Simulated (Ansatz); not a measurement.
Molecular dynamics of InGe16

Input:

```yaml
accuracy: low
crystal:
  lattice:
    - [0.0, 5.66, 5.66]
    - [5.66, 0.0, 5.66]
    - [5.66, 5.66, 0.0]
  atoms:
    - { symbol: Ge, position: [-0.02246307, 0.0074922, 0.00760061] }
    - { symbol: Ge, position: [0.11828152, 0.13118417, 0.13134081] }
    - { symbol: Ge, position: [0.00082485, -0.00339151, 0.50122789] }
    - { symbol: Ge, position: [0.11818765, 0.13173955, 0.61860423] }
    - { symbol: Ge, position: [0.00062415, 0.5011395, -0.00296277] }
    - { symbol: Ge, position: [0.11823508, 0.61883553, 0.13167777] }
    - { symbol: Ge, position: [0.00109761, 0.50150742, 0.50145473] }
    - { symbol: Ge, position: [0.12624366, 0.62466202, 0.62507556] }
    - { symbol: Ge, position: [0.50585777, 0.00587567, 0.00584329] }
    - { symbol: Ge, position: [0.62242364, 0.12569638, 0.12482667] }
    - { symbol: Ge, position: [0.50678942, 0.00656531, 0.48008103] }
    - { symbol: Ge, position: [0.63090857, 0.13039875, 0.61909568] }
    - { symbol: Ge, position: [0.50640363, 0.48099744, 0.0062827] }
    - { symbol: Ge, position: [0.63063448, 0.61938511, 0.13027759] }
    - { symbol: Ge, position: [0.49824281, 0.50058585, 0.50046967] }
    - { symbol: Ge, position: [0.63128828, 0.61918878, 0.619004] }
    - { symbol: In, position: [0.37209324, 0.87577602, 0.87480544] }
basis:
  ecutwfc: 500.0
kpoints:
  mp_grid: { grid: [2, 2, 2] }
hamiltonian:
  xc: r2scan
  dispersion: d3bj
  pseudopotentials: { kind: paw, azcp: { folder: soft_1 } }
scf:
  occupations: { method: fermi_dirac, width: 0.05 }
  lower_state_search: "off"
md:
  timestep: 3
  n_steps: 40
  ensemble: nve
  temperature: 2400.0
  initial_velocities: maxwell_boltzmann
  seed: 924211
```

Launched with:

```bash
$ ansatz run input.yaml --threads 4 --pin off --max-ram 10240MiB --backend cpu --events-out ev --progress --plain --runs-dir out
```

It starts from a relaxed structure.

Output, in part (one step line in 2):

```
md step     0: t =     0.00 fs  T =  2400.0 K  F+E_penalty+E_count = -74455.16332051 eV  E_kin = 4.963584 eV  conserved = -74450.19973655 eV  (10 SCF iters)
md step     2: t =     6.00 fs  T =  2243.1 K  F+E_penalty+E_count = -74454.83673222 eV  E_kin = 4.639063 eV  conserved = -74450.19766955 eV  (8 SCF iters)
md step     4: t =    12.00 fs  T =  1838.1 K  F+E_penalty+E_count = -74453.99385120 eV  E_kin = 3.801415 eV  conserved = -74450.19243600 eV  (8 SCF iters)
md step     6: t =    18.00 fs  T =  1343.2 K  F+E_penalty+E_count = -74452.96367926 eV  E_kin = 2.778054 eV  conserved = -74450.18562516 eV  (6 SCF iters)
md step     8: t =    24.00 fs  T =   952.1 K  F+E_penalty+E_count = -74452.15100890 eV  E_kin = 1.969059 eV  conserved = -74450.18194969 eV  (5 SCF iters)
md step    10: t =    30.00 fs  T =   770.3 K  F+E_penalty+E_count = -74451.77638142 eV  E_kin = 1.593116 eV  conserved = -74450.18326589 eV  (8 SCF iters)
md step    12: t =    36.00 fs  T =   767.4 K  F+E_penalty+E_count = -74451.77311315 eV  E_kin = 1.587119 eV  conserved = -74450.18599370 eV  (4 SCF iters)
md step    14: t =    42.00 fs  T =   863.2 K  F+E_penalty+E_count = -74451.97253825 eV  E_kin = 1.785274 eV  conserved = -74450.18726461 eV  (4 SCF iters)
md step    16: t =    48.00 fs  T =  1008.7 K  F+E_penalty+E_count = -74452.27386474 eV  E_kin = 2.086226 eV  conserved = -74450.18763875 eV  (4 SCF iters)
md step    18: t =    54.00 fs  T =  1181.4 K  F+E_penalty+E_count = -74452.63159286 eV  E_kin = 2.443270 eV  conserved = -74450.18832333 eV  (4 SCF iters)
md step    20: t =    60.00 fs  T =  1354.8 K  F+E_penalty+E_count = -74452.99145583 eV  E_kin = 2.802003 eV  conserved = -74450.18945286 eV  (8 SCF iters)
md step    22: t =    66.00 fs  T =  1493.3 K  F+E_penalty+E_count = -74453.27890864 eV  E_kin = 3.088475 eV  conserved = -74450.19043394 eV  (4 SCF iters)
md step    24: t =    72.00 fs  T =  1566.2 K  F+E_penalty+E_count = -74453.42999793 eV  E_kin = 3.239173 eV  conserved = -74450.19082444 eV  (4 SCF iters)
md step    26: t =    78.00 fs  T =  1559.5 K  F+E_penalty+E_count = -74453.41613642 eV  E_kin = 3.225322 eV  conserved = -74450.19081422 eV  (5 SCF iters)
md step    28: t =    84.00 fs  T =  1475.2 K  F+E_penalty+E_count = -74453.24125845 eV  E_kin = 3.050864 eV  conserved = -74450.19039493 eV  (5 SCF iters)
md step    30: t =    90.00 fs  T =  1331.6 K  F+E_penalty+E_count = -74452.94321901 eV  E_kin = 2.753915 eV  conserved = -74450.18930445 eV  (8 SCF iters)
md step    32: t =    96.00 fs  T =  1166.2 K  F+E_penalty+E_count = -74452.59980239 eV  E_kin = 2.411986 eV  conserved = -74450.18781634 eV  (4 SCF iters)
md step    34: t =   102.00 fs  T =  1026.6 K  F+E_penalty+E_count = -74452.30964598 eV  E_kin = 2.123270 eV  conserved = -74450.18637591 eV  (5 SCF iters)
md step    36: t =   108.00 fs  T =   956.1 K  F+E_penalty+E_count = -74452.16288707 eV  E_kin = 1.977407 eV  conserved = -74450.18547959 eV  (4 SCF iters)
md step    38: t =   114.00 fs  T =   978.0 K  F+E_penalty+E_count = -74452.20863703 eV  E_kin = 2.022747 eV  conserved = -74450.18589051 eV  (4 SCF iters)
md step    40: t =   120.00 fs  T =  1076.8 K  F+E_penalty+E_count = -74452.41454139 eV  E_kin = 2.226965 eV  conserved = -74450.18757629 eV  (8 SCF iters)
```

All steps were run. The conserved energy stayed within 1.1 meV per atom of its start (net change 0.72 meV per atom), so the integration is sound. Over the second half the temperature averaged 0.53 of the 2400 K drawn at the start: a run that starts near a minimum puts about half its kinetic energy into the potential. A run of 0.12 ps of so small a system gives no equilibrium averages. Limits of this set-up: coarse k mesh, a small cell, in which the defect meets its images, a typed lattice constant that wasn't relaxed here, low accuracy level.

Mean squared displacements from the first frame to the last, about the centre of mass: Ge 0.20 Å², In 0.24 Å².

Last frame:

```xyz
17
Lattice="0.0000 5.6600 5.6600 5.6600 0.0000 5.6600 5.6600 5.6600 0.0000" Properties=species:S:1:pos:R:3
Ge 0.504 0.058 -0.150
Ge 1.415 1.700 1.856
Ge 2.462 2.811 -0.040
Ge 4.040 3.998 0.915
Ge 2.669 0.107 2.908
Ge 4.590 1.335 4.045
Ge 5.468 2.821 2.336
Ge 6.567 4.298 4.013
Ge -0.378 2.827 3.079
Ge 1.335 3.863 4.416
Ge 2.404 5.537 2.802
Ge 4.118 6.931 4.626
Ge 3.347 3.084 5.579
Ge 4.388 4.617 7.327
Ge 5.849 5.776 5.839
Ge 7.239 7.306 7.002
In 10.283 6.737 7.076
```

The run took 23 min on 4 threads of AMD EPYC 7571, with other jobs on the host, peak memory 2.4 GiB.
